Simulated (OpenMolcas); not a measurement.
Cr3+: ligand-field states by method

Cr3+ with its 6 nearest fluoride ions at 1.925 Å, on the Y site of Cs2NaYF6 (a = 9.075 Å, distance in the model lattice 2.178 Å). The rest of the host is ab initio model potentials to 7.6 Å, with orthogonalisation functions on the cations behind the ligands, and point charges beyond; the distance is set by hand and nothing relaxes. Ligand basis ANO-RCC-VDZP.

```yaml
Program: OpenMolcas
Basis: ANO-RCC-VTZP [6s5p3d2f1g]
Scalar_Hamiltonian: DKH2, point nucleus
Active_space: 3 electrons in 5 orbitals (3d)
State_averaging: 2S+1 = 4 even, 10 roots; 2S+1 = 2 even, 40 roots
Spin-orbit_coupling: RASSI with atomic mean-field integrals over the reference wave functions
```

I. CASSCF
II. SS-CASPT2, IPEA 0.25 Eh, imaginary shift 0.1 Eh (closed shells correlated: 3s 3p and the ligand valence shells)

Spin-free states (labels of O, the rotations of Oh) in cm-1, each column counted from its own energy of the first state listed:

```json
{"State": "4A2", "Degeneracy": "1", "I": "0", "II": "0"}
{"State": "4T2", "Degeneracy": "3", "I": "14273", "II": "16110"}
{"State": "2E", "Degeneracy": "2", "I": "19502", "II": "14750"}
{"State": "2T1", "Degeneracy": "3", "I": "20500", "II": "15660"}
{"State": "4T1", "Degeneracy": "3", "I": "22657", "II": "23070"}
{"State": "2T2", "Degeneracy": "3", "I": "27608", "II": "21820"}
{"State": "2A1", "Degeneracy": "1", "I": "30638", "II": "27060"}
{"State": "2T2", "Degeneracy": "3", "I": "33642", "II": "30760"}
{"State": "2T1", "Degeneracy": "3", "I": "34626", "II": "31250"}
{"State": "4T1", "Degeneracy": "3", "I": "36324", "II": "35600"}
{"State": "2E", "Degeneracy": "2", "I": "36836", "II": "32470"}
{"State": "2T1", "Degeneracy": "3", "I": "40700", "II": "36710"}
{"State": "2T2", "Degeneracy": "3", "I": "47649", "II": "44650"}
```

From I to II, I's first state of the same spin (4T2) moves from 14273 to 16110 cm-1, by about +1800 cm-1.

From I to II, I's first state of another spin (2E) moves from 19502 to 14750 cm-1, by about -4800 cm-1.

I: A least-squares ligand-field fit to the states below 45000 cm-1, each weighted by its degeneracy and with a free common offset, gives 10Dq = 14177 cm-1, B = 1075 cm-1 and C = 3985 cm-1 (C/B = 3.71), with an rms deviation of 49 cm-1. The same method and metal basis give the free ion B = 1155 cm-1 (fit to its terms below 60000 cm-1, rms deviation 48 cm-1), so the nephelauxetic ratio is β = 1075 / 1155 = 0.93; it hangs on how both fits weigh the states, and computed free-ion B values tend to be too large, so β mixes covalency with correlation.

χT at 300 K: I 1.83, II 1.84 cm3 K/mol.

Roots that are degenerate in the reference are averaged as groups; the widest CASPT2 spread within a group is 630 cm-1 (the 3-fold group of multiplicity 2 near 31200 cm-1 above the lowest state of its run, II). Shifts and gaps below about the spread of the groups concerned are not significant. Over all roots computed the reference weight is 0.72 to 0.73 in II; a low but even weight reflects the number of correlated electrons. Ligand-to-metal charge-transfer states are missing. With no ligand orbital active B as a rule stays too high, so bands that hang on it stand too high and its fall with covalency is understated. Without dynamic correlation the repulsion within the d shell is too large (B by tens of per cent), so at a given field states of lower spin stand too high (holds for I). With metal d orbitals alone and no dynamic correlation 10Dq can be off by a tenth to a fifth, either way, in oxide and fluoride hosts (holds for I). With one d shell and no ligand orbital active, 10Dq can be off by a tenth or more (holds for II). The distance lies 4 % under the 2.014 Å that this model takes as the normal distance (a Shannon-type radius plus a fixed donor radius, weighted with the host); by an R⁻⁵ law this alone changes a d-shell field by about +25 %. No measured value stands beside these numbers; the geometry was set by hand and not optimised.
